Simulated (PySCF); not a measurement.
# What a mistake does to a calculation on AlCGeH9Si

All numbers below are calculated, not measured. They come from PySCF 2.14.0, an open-source quantum chemistry program, on an isolated molecule that a program drew, which may never have been made. The molecule is AlCGeH9Si (charge 0, singlet), drawn as the SMILES string `[SiH3][CH2][AlH][GeH3]`.

Each row is a Hartree-Fock (HF) and frozen-core CCSD(T) single point in the cc-pV(D+d)Z basis, meant for a local HF minimum. Run 1 is clean. Each other run has one planted mistake out of seven kinds, and not every kind appears here: one electron removed, one electron added, multiplicity raised by two, geometry at a saddle point, minimal basis STO-3G, one bond length entered in bohr, all coordinates scaled. The reference is restricted for singlets and unrestricted otherwise, and also for a bond in bohr. Adding or removing an electron swaps singlet and doublet. Electrons count all cores. HOMO and LUMO are orbital energies over both spins, the gradient is its largest component, and the lowest frequency (negative if imaginary) is given only where the gradient is small. Bond lengths are over the 12 bonds as drawn. T1 is the CCSD diagnostic: over 0.02 (restricted) or 0.045 (unrestricted) a single reference is doubtful. Germanium has the cc-pVDZ-PP basis, with a core potential (ECP10MDF) in place of its 10 inner electrons, and its 3s, 3p and 3d shells are frozen in CCSD(T).

Geometry of the clean run:
```xyz
13
AlCGeH9Si, angstrom
Si    1.0469   -1.2252   -0.8486
C     2.1610    0.2718   -0.6209
Al    2.5956    0.8087    1.2198
Ge    1.2650    2.5550    2.4364
H    -0.2654   -1.0009   -0.1895
H     0.7976   -1.5139   -2.2818
H     1.6609   -2.4293   -0.2340
H     1.6830    1.1127   -1.1400
H     3.1013    0.0547   -1.1460
H     3.8230    0.1265    1.9529
H     0.0948    3.1097    1.6064
H     0.6674    2.0074    3.7444
H     2.1421    3.7578    2.8289
```

```
run,electrons,basis functions,<S^2>,HOMO (eV),LUMO (eV),gradient (hartree/bohr),lowest frequency (cm^-1),mean bond (Å),longest bond (Å),T1,HF (hartree),CCSD(T) (hartree),mistake
1,74,128,0.000,-9.79,0.96,6.5e-06,22,1.6005,2.510,0.0115,-867.33984,-867.84234,no fault
2,75,128,0.768,-0.23,6.85,1.8e-02,-,1.6005,2.510,0.0125,-867.32569,-867.84544,one electron added
3,74,128,2.009,-5.65,-2.13,3.5e-02,-,1.6005,2.510,0.0202,-867.19916,-867.69714,multiplicity raised by two
4,73,128,0.765,-15.26,-7.76,5.9e-02,-,1.6005,2.510,0.0193,-867.01774,-867.50249,one electron removed
5,74,128,0.806,-8.65,0.65,1.2e-02,-,1.7105,2.802,0.0445,-867.22790,-867.72207,one bond length entered in bohr
6,74,128,0.000,-9.51,0.63,4.7e-02,-,1.7510,2.746,0.0127,-867.26427,-867.77985,?
```

**Which mistake was planted in run 6, and what did it cost?**

The mean and the longest bond both change by the same factor, 1.094, and the gradient is no longer small. So the mistake is: all coordinates scaled. Subtracting run 1 and multiplying by 627.51 kcal/mol a hartree, the energy moved by 47.4 kcal/mol in HF and 39.2 kcal/mol in CCSD(T).

